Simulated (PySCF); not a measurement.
Molecule: `CCO[SiH]1CC1`, C4H10OSi.

Bonds (- single, = double, # triple, : aromatic): C1-C2, C2-O3, O3-Si4, Si4-C5, C5-C6, C6-Si4. C1 carries H7, H8, H9; C2 carries H10, H11; Si4 carries H12; C5 carries H13, H14; C6 carries H15, H16. H13, H15 are cis to O3 on the ring; H14, H16 are trans to O3 on the ring.

Frames of a GFN2-xTB Langevin trajectory at 400 K; GIAO PBE0/pcSseg-1 shieldings in PySCF, gas phase, non-relativistic; equivalent atoms averaged within each frame.

Scale: TMS for $^{13}$C (186.93 ppm), $^{29}$Si (349.16 ppm), $^{1}$H (31.72 ppm); H2O for $^{17}$O (336.08 ppm) (reference shieldings calculated alike). The references are static minima.

**Question.** How do the shifts (ppm) fluctuate along the trajectory?

**Answer.** 
```
         time (fs)    C2    C1  C5/C6    O3    Si4   H12  H10/H11  H7/H8/H9  H13/H15  H14/H16
               250  66.0  29.8   -7.6   0.5  -78.8  4.69     4.32      2.15     0.27    -0.60
               425  57.0  13.8   -2.1   8.1  -88.4  5.54     4.02      1.93     1.03    -0.11
               625  55.6  13.9   10.1   8.8  -79.1  4.88     3.68      0.54     2.33     0.90
               800  68.3  19.5   -1.8  34.5  -71.6  5.00     4.15      0.71     0.98     0.08
              1000  68.1  16.0    2.6  20.7  -82.9  5.23     3.66      1.51     0.60     0.23
    mean of frames  63.0  18.6    0.3  14.5  -80.1  5.07     3.97      1.37     1.04     0.10
standard deviation   6.2   6.7    6.6  13.3    6.2  0.33     0.29      0.72     0.78     0.54
```

5 frames give an uncertainty of the mean of about the standard deviation over 2.2 at best, since frames this close in time may not be independent; classical motion lacks zero-point vibration, and the reference would need the same averaging.
